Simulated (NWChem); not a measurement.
Everything below was run with NWChem. System: H2BO2, charge 0, spin multiplicity 2, at a geometry optimised with UPBE/def2-SVP. The structure started from a generated list of species. Its SCF solution wasn't tested for a lower state. Level: UMP2/def2-TZVP, 3 core orbitals frozen.

The NWChem input:

```
start mol
memory heap 200 mb stack 900 mb global 1100 mb
geometry units angstroms nocenter noautoz
  O     -1.225910     0.000000    -0.038937
  B      0.000000     0.000000     0.534102
  O      1.225910     0.000000    -0.038937
  H     -1.215821     0.000000    -1.023763
  H      1.215821     0.000000    -1.023763
  symmetry group C2v
end
basis spherical
  * library def2-tzvp
end
scf
  uhf
  nopen 1
  maxiter 100
  thresh 1e-7
  semidirect memsize 60000000 filesize 0
  # guess.movecs holds the orbitals of an unrestricted PBE0 run
  vectors input guess.movecs output mol.movecs
end
mp2
  freeze core 3
end
task mp2 energy
```

Output (cleaned and shortened):

```
             Northwest Computational Chemistry Package (NWChem) 7.3.0
             --------------------------------------------------------

                                NWChem Input Module
                                -------------------

 Scaling coordinates for geometry "geometry" by  1.889725989
 (inverse scale =  0.529177249)

 Turning off AUTOSYM since
 SYMMETRY directive was detected!

                             Geometry "geometry" -> ""
                             -------------------------

 Output coordinates in angstroms (scale by  1.889725989 to convert to a.u.)

  No.       Tag          Charge          X              Y              Z
 ---- ---------------- ---------- -------------- -------------- --------------
    1 O                    8.0000    -1.22591000     0.00000000    -0.03893700
    2 B                    5.0000     0.00000000     0.00000000     0.53410200
    3 O                    8.0000     1.22591000     0.00000000    -0.03893700
    4 H                    1.0000    -1.21582100     0.00000000    -1.02376300
    5 H                    1.0000     1.21582100     0.00000000    -1.02376300

 Effective nuclear repulsion energy (a.u.)      59.8050865615

            Nuclear Dipole moment (a.u.)
            ----------------------------
        X                 Y               Z
 ---------------- ---------------- ----------------
     0.0000000000     0.0000000000    -0.0000151178

      Symmetry information
      --------------------

 Group name             C2v
 Group number             16
 Group order               4
 No. of unique centers     3

      Symmetry unique atoms

     1    2    4


 Summary of "ao basis" -> "" (spherical)
 ------------------------------------------------------------------------------
       Tag                 Description            Shells   Functions and Types
 ---------------- ------------------------------  ------  ---------------------
 *                         def2-tzvp                  on all atoms

 Summary of "ao basis" -> "ao basis" (spherical)
 ------------------------------------------------------------------------------
       Tag                 Description            Shells   Functions and Types
 ---------------- ------------------------------  ------  ---------------------
 O                         def2-tzvp                11       31   5s3p2d1f
 B                         def2-tzvp                11       31   5s3p2d1f
 H                         def2-tzvp                 4        6   3s1p

                                 NWChem SCF Module
                                 -----------------

  ao basis        = "ao basis"
  functions       =   105
  atoms           =     5
  alpha electrons =    12
  beta  electrons =    11
  charge          =   0.00
  wavefunction    = UHF
  use symmetry    = T
  symmetry adapt  = T

 Summary of "ao basis" -> "ao basis" (spherical)
 ------------------------------------------------------------------------------
       Tag                 Description            Shells   Functions and Types
 ---------------- ------------------------------  ------  ---------------------
 O                         def2-tzvp                11       31   5s3p2d1f
 B                         def2-tzvp                11       31   5s3p2d1f
 H                         def2-tzvp                 4        6   3s1p

      Symmetry analysis of basis
      --------------------------

        a1         40
        a2         14
        b1         33
        b2         18
[...]
    5 H    1     0.37   0.12  0.18  0.04  0.02

   Mulliken analysis of the beta density
   -------------------------------------

    Atom       Charge   Shell Charges
 -----------   ------   -------------------------------------------------------
    1 O    8     4.28   0.40  0.59  0.28  0.47  0.15  0.93  1.03  0.42  0.00  0.01  0.00
    2 B    5     1.83   0.45  0.54  0.18  0.08  0.00  0.30  0.14  0.02  0.05  0.05  0.02
    3 O    8     4.28   0.40  0.59  0.28  0.47  0.15  0.93  1.03  0.42  0.00  0.01  0.00
    4 H    1     0.31   0.11  0.16  0.02  0.02
    5 H    1     0.31   0.11  0.16  0.02  0.02

   Mulliken analysis of the spin density
   -------------------------------------

    Atom       Charge   Shell Charges
 -----------   ------   -------------------------------------------------------
    1 O    8    -0.02   0.00 -0.00  0.01  0.00 -0.00 -0.01 -0.01 -0.01  0.00  0.00  0.00
    2 B    5     0.93   0.00 -0.01  0.12  0.12  0.09  0.24  0.28  0.05  0.00  0.02 -0.00
    3 O    8    -0.02   0.00 -0.00  0.01  0.00 -0.00 -0.01 -0.01 -0.01  0.00  0.00  0.00
    4 H    1     0.06   0.01  0.02  0.03 -0.00
    5 H    1     0.06   0.01  0.02  0.03 -0.00

       Multipole analysis of the density wrt the origin
       ------------------------------------------------

     L   x y z        total         alpha         beta         nuclear
     -   - - -        -----         -----         ----         -------
     0   0 0 0     -0.000000    -12.000000    -11.000000     23.000000

     1   1 0 0      0.000000     -0.000000      0.000000      0.000000
     1   0 1 0      0.000000      0.000000      0.000000      0.000000
     1   0 0 1     -1.324627     -1.674468      0.349856     -0.000015

     2   2 0 0    -15.877236    -56.789498    -55.514069     96.426331
     2   1 1 0      0.000000      0.000000      0.000000      0.000000
     2   1 0 1      0.000000     -0.000000      0.000000      0.000000
     2   0 2 0    -12.974255     -7.213620     -5.760635      0.000000
     2   0 1 1      0.000000      0.000000      0.000000      0.000000
     2   0 0 2    -10.761168    -15.031940     -8.394948     12.665721

                   NWChem MP2 Semi-direct Energy/Gradient Module
                   ---------------------------------------------

  Basis functions       =    105
  Molecular orbitals    =    105
  Frozen core           =      3
  Frozen virtuals       =      0
  Active alpha occupied =      9
  Active beta occupied  =      8
  Active alpha virtual  =     93
  Active beta virtual   =     94
  Use MO symmetry       = T
  Use skeleton AO sym   = T

  AO/Fock/Back tols     =   1.0D-09  1.0D-09  1.0D-09

 GA uses MA = F    GA memory limited = T

 Available:
  local mem=  1.26D+08
 global mem=  1.44D+08
 local disk=  0.00D+00
  mp2_memr nvloc                    93
  nvloc new                    93
   1 passes of   9:        5242880                      64324                  15685057.
   1 passes of   9: M    126152351           G      144157150           F     120909471.

 Semi-direct pass number   1 of   1  for UHF alpha       at        1.5s
  vrange nnbf                  5505
  mp2_eaftype                    59  avail_ma_in_mb                  1099
 EAF : mp2_eaftype filesize          59    7842528.
  mp2_eaf for mointskh                     59
Node 0 wrote     36.9 Mb in      0.1 s     Agg I/O rate:   684.7 Mb/s
 Done moints_semi at        3.2s
  mp2_eaftype                    59  avail_ma_in_mb                  1040
 EAF : mp2_eaftype filesize          59    7842528.
  mp2_eaf for kh                    59
 Done maket at        3.3s
 Done multipass loop at        3.3s

 GA uses MA = F    GA memory limited = T

 Available:
  local mem=  1.26D+08
 global mem=  1.44D+08
 local disk=  0.00D+00
  mp2_memr nvloc                    94
  nvloc new                    94
   1 passes of   8:        5242880                      60075                  14094112.
   1 passes of   8: M    126152351           G      144157150           F     120909471.

 Semi-direct pass number   1 of   1  for UHF beta        at        3.3s
  vrange nnbf                  5505
  mp2_eaftype                    53  avail_ma_in_mb                  1099
 EAF : mp2_eaftype filesize          53    7047056.
  mp2_eaf for mointskh                     53
Node 0 wrote     33.1 Mb in      0.1 s     Agg I/O rate:   341.7 Mb/s
 Done moints_semi at        5.0s
  mp2_eaftype                    53  avail_ma_in_mb                  1046
 EAF : mp2_eaftype filesize          53    7047056.
  mp2_eaf for kh                    53
 Done maket at        5.1s
 Done multipass loop at        5.1s

          -------------------------------------------
          SCF energy                -175.688682548918
          Correlation energy          -0.548548767601
          Singlet pairs                0.000000000000
          Triplet pairs                0.000000000000
          Total MP2 energy          -176.237231316518
          -------------------------------------------

          ---------------------------------------------------
                    Spin Component Scaled (SCS) MP2
          Same spin pairs                     -0.142690690877
          Same spin scaling factor             0.333333333333
          Opposite spin pairs                 -0.405858076724
          Opposite spin scaling fact.          1.200000000000
          SCS-MP2 correlation energy          -0.534593255695
          Total SCS-MP2 energy              -176.223275804612
          ---------------------------------------------------

 -----------------------
 Performance information
 -----------------------

 Timer overhead =  9.60D-08 seconds/call

               Nr. of calls         CPU time (s)                 Wall time (s)                GFlops
             ---------------    -------------------     ------------------------------   -------------------
Name         Min   Avg   Max    Min     Avg     Max     Min     Avg     Max   Mx/calls   Min     Max     Sum
mp2: moin     2     2     2    3.4     3.4     3.4      3.4     3.4     3.4     1.7      0.0     0.0     0.0
mp2: make     2     2     2   0.22    0.22    0.22     0.22    0.22    0.22    0.11      0.0     0.0     0.0
mp2: tota     1     1     1    3.7     3.7     3.7      3.7     3.7     3.7     3.7      0.0     0.0     0.0

 The average no. of pstat calls per process was 5.00D+00
 with a timing overhead of 4.80D-07s

 Task  times  cpu:        5.1s     wall:        5.1s

 Total times  cpu:        5.1s     wall:        5.1s
```
